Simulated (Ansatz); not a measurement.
Reaction (substitution at a C–Si bond): `C[SiH2][NH][GeH3]` + `OB(F)Br` → `COB(F)Br` + `[SiH3][NH][GeH3]`

Isolated molecules relaxed with PBE0-D4/def2-TZVP in Ansatz; ΔE leaves out vibrations. CCSD(T)/CBS adds triple-zeta CCSD(T) − MP2 to the extrapolated MP2 energy (def2 sets, frozen cores). DFT in def2-TZVPP. For Br, Ge outer-core shells are correlated without core-valence functions, which leaves a few kJ/mol of doubt a bond. Scalar relativity is left out up to krypton. Each species was taken in one conformer, which may not be the lowest.

`C[SiH2][NH][GeH3]`:

Cartesian coordinates in Å:
```
C 0.881 -1.638 -1.338
Si 0.341 -0.875 0.277
N 0.173 0.834 0.148
Ge -1.149 1.882 0.878
H 0.983 -2.721 -1.237
H 0.159 -1.430 -2.130
H 1.852 -1.242 -1.651
H 1.325 -1.282 1.326
H -0.996 -1.386 0.690
H 0.981 1.354 -0.163
H -2.429 1.037 0.909
H -1.323 3.123 -0.015
H -0.798 2.345 2.308
```

`OB(F)Br`:

Z-matrix (Å, degrees):
```
B
O 1 1.340
Br 1 1.930 2 122.4
F 1 1.314 2 119.1 3 180.0
H 2 0.960 1 113.9 3 -0.0
```

`COB(F)Br`:

Cartesian coordinates in Å:
```
C 0.786 -0.772 0.238
O -0.563 -0.494 -0.082
B -1.101 0.702 -0.302
F -2.385 0.772 -0.597
Br -0.123 2.366 -0.219
H 0.800 -1.400 1.129
H 1.236 -1.318 -0.592
H 1.351 0.143 0.423
```

`[SiH3][NH][GeH3]`:

Z-matrix (Å, degrees):
```
Si
N 1 1.718
H 1 1.489 2 110.3
H 1 1.486 2 107.3 3 119.9
H 1 1.492 2 114.2 3 -120.6
Ge 2 1.839 1 127.5 3 -145.3
H 2 1.009 1 117.0 3 48.6
H 6 1.538 2 108.4 1 146.5
H 6 1.534 2 106.7 1 26.5
H 6 1.543 2 111.7 1 -93.5
```

CCSD(T)/CBS gives +23.7 kcal/mol.

(1) Another level gave +21.8 kcal/mol. Which?
A. BHLYP/def2-TZVPP
B. MP2/def2-TZVPP
C. PBE0/def2-TZVPP
D. HF/def2-TZVPP

Largest T1 diagnostic among the species: 0.011.

Answers

(1) A. BHLYP 21.8, PBE0 23.6, HF/def2-TZVPP 20.5, MP2/def2-TZVPP 24.6 kcal/mol.

Leaving LDA and LC-ωPBE aside and taking each functional with its dispersion term where it has one, the values, not all of them listed here, spread over 2.9 kcal/mol, from BLYP-D4 to r2SCAN0-D4. In def2-TZVPP, CCSD(T) changes the Hartree–Fock value by +2.6 kcal/mol (the triples alone add +0.1 kcal/mol) and MP2 by +4.1 kcal/mol.
